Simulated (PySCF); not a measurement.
Compound: C3H7BSn.
Numbering: `[CH3:1][C:2]#[C:3][BH:4][SnH3:5]` (hydrogens: H6, H7, H8 on C1; H9 on B4; H10, H11, H12 on Sn5)

Computed, not measured: PySCF 2.14.0, PBE0-D3(BJ)/def2-SVP geometry optimisation, gas phase, def2 core potentials past Kr.

List the bond lengths and angles at this level.

```csv
bond,length (bohr),order
C1–C2,2.733,single
C2≡C3,2.318,triple
C3–B4,2.817,single
B4–Sn5,4.264,single
"C1–H6, C1–H7, C1–H8",2.082,single
B4–H9,2.284,single
"Sn5–H10, Sn5–H11, Sn5–H12",3.250,single
```

Bonds in one row agree within 0.02 bohr and their mean is given. Orders are formal, as drawn. A selection of angles:
```csv
angle,degrees
C2–C1–H6,109.6
C2–C1–H7,110.9
H6–C1–H7,107.1
H7–C1–H8,108.8
C1–C2–C3,179.6
C2–C3–B4,178.0
C3–B4–Sn5,120.4
C3–B4–H9,120.6
Sn5–B4–H9,119.0
B4–Sn5–H10,111.5
B4–Sn5–H11,113.3
B4–Sn5–H12,110.4
H10–Sn5–H11,107.6
H10–Sn5–H12,106.4
```

The C–C distances run from 1.227 Å (C2≡C3, drawn triple) to 1.447 Å (C1–C2, drawn single), a spread of 0.220 Å. Sn5 (tin bonded to B and 3 H) is distorted tetrahedral (angles from 106.4° to 113.3°). B4 (three-coordinate boron) is planar (angles 120.6°, 120.4° and 119.0°, sum 360.0°, 0.00 Å off the plane of its three neighbours). The 5 heavy atoms lie in one plane (0.002 Å rms).

Whether it is a minimum is left open (no frequencies).
